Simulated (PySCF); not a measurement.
**`Cc1cccpc1`, C6H7P**

Geometry:
```
atom   x (Å)   y (Å)   z (Å)
  C1   2.066  -0.321  -0.154
  C2   0.619   0.064  -0.032
  C3  -0.342  -0.941  -0.115
  C4  -1.701  -0.706  -0.006
  C5  -2.246   0.545   0.195
  P6  -1.336   2.011   0.340
  C7   0.272   1.386   0.165
  H8   2.356  -0.950   0.687
  H9   2.231  -0.889  -1.068
 H10   2.708   0.556  -0.166
 H11  -0.004  -1.956  -0.272
 H12  -2.371  -1.553  -0.084
 H13  -3.323   0.634   0.268
 H14   1.070   2.119   0.219
```

Computed, not measured: GIAO CAM-B3LYP/pcSseg-1 magnetisability, rotational g tensor and spin-rotation constants, non-relativistic, gas phase (PySCF 2.14.0). Geometry: GFN2-xTB.

Problem. What are the magnetisability and the molar susceptibility?

Solution. Isotropic -1232 × 10⁻³⁰ J/T², or -74.2 × 10⁻⁶ cm³/mol; principal values -1979, -902, -815 × 10⁻³⁰ J/T², anisotropy 1122 × 10⁻³⁰ J/T² (root of half the summed squared differences of the principal values). The susceptibility is in cgs units.

Problem. Split it along the inertial axes a, b, c into diamagnetic and paramagnetic parts about the centre of mass, with the quadrupole moment.

Solution. 
| axis | χ (10⁻⁶ cm³/mol) | diamagnetic (10⁻⁶ cm³/mol) | paramagnetic (10⁻⁶ cm³/mol) | summed x² of all electrons (Å²) | quadrupole Θ (D Å) |
| --- | --- | --- | --- | --- | --- |
| a | -54.3 | -396.1 | 341.8 | 151.6 | +2.35 |
| b | -49.1 | -696.4 | 647.3 | 80.8 | +3.45 |
| c | -119.2 | -986.2 | 867.0 | 12.5 | -5.81 |

Anisotropies 2χaa − χbb − χcc = +59.6 and 2χbb − χaa − χcc = +75.3 × 10⁻⁶ cm³/mol. Θ is traceless in Buckingham's convention.

Problem. And the rotational g tensor?

Solution. 
```csv
axis,rotational constant (GHz),g,nuclear part,electronic part
a,4.0562,-0.0636,0.5876,-0.6512
b,2.0244,-0.0373,0.5783,-0.6156
c,1.3618,+0.0232,0.5779,-0.5547
```
Asymmetric top; isotopes 12C, 1H, 31P; no vibrational averaging.
